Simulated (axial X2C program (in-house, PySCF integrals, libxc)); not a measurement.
## Worked dissociation energy of SrGa: CCSD, without spin–orbit coupling

Calculated with an in-house relativistic program for diatomic molecules. Spin-free means the one-electron spin-free X2C Hamiltonian. Basis: Sr dyall-cv3z [13s12p8d5f1g], Ga dyall-cv3z [9s9p7d4f1g] (cores contracted in-house); Gaussian nuclei, density fitting, unrestricted open shells. Masses: Sr 87.906 u, Ga 68.926 u.

Molecular state: M_S = 1/2, Λ = 1 (beyond evenly filled blocks: π+α).

Correlated methods: 5 electrons correlated (number of frozen shells: Sr 4 s, 3 p, 1 d; Ga 3 s, 2 p, 1 d), 325 virtual spin orbitals or spinors in MP2, 85 natural virtuals in coupled cluster.

```
E(Sr) (2M_S = 0, M_L = 0) : -3177.380928 hartree
E(Ga) (2M_S = 1, M_L = 0) : -1942.279474 hartree
E(SrGa) at Re             : -5119.670784 hartree
ωe                        : 98.1 cm⁻¹
ωexe                      : 1.2 cm⁻¹
```

Work out De and D0.

De = -3177.380928 + (-1942.279474) − (-5119.670784) = 0.01038 hartree = 0.283 eV. The zero-point energy is ωe/2 − ωexe/4 = 49 cm⁻¹ = 0.006 eV, so D0 = 0.276 eV.

The state is one determinant whose occupation by symmetry is held fixed; it was picked as the lowest of a PBE0 search that is not exhaustive. De is counted from the lowest determinant-based energies of the atoms at the same level, without counterpoise correction. CCSD ran in a truncated set of natural virtual spinors with an MP2 remainder; without triples it tends to underbind. Other states lie close and PBE0, whose exact exchange favours high spin, may order them wrongly; the determinant shown need not be the ground state. The nearest other spin-free determinant of the search, M_S = 1/2, Λ = 0, lies 0.37 eV up at the distance of the search. The outer-core s and p shells of the metal are frozen in the correlated rows, which leaves out core–valence correlation; for alkali and alkaline-earth bonds that tends to lengthen them. The determinant is spin-polarised beyond a pure state at some levels (its spin-free form has ⟨S²⟩ too high), which makes Re and μ there less reliable. The T1 diagnostic is large, a sign of multireference character. With the outer-core shells frozen, correlated bond lengths of heavy atoms tend to come out a few hundredths of an ångström too long. Spin-free De lacks the spin–orbit lowering of the heavy p-block atom, a tenth of an eV or more for 4p and 5p, up to an eV for 6p and one to two eV for 7p atoms, less what an open-shell molecule gains itself.

Each atomic determinant is the lowest at this level and need not be a pure term. Totals compare only within one Hamiltonian and basis.
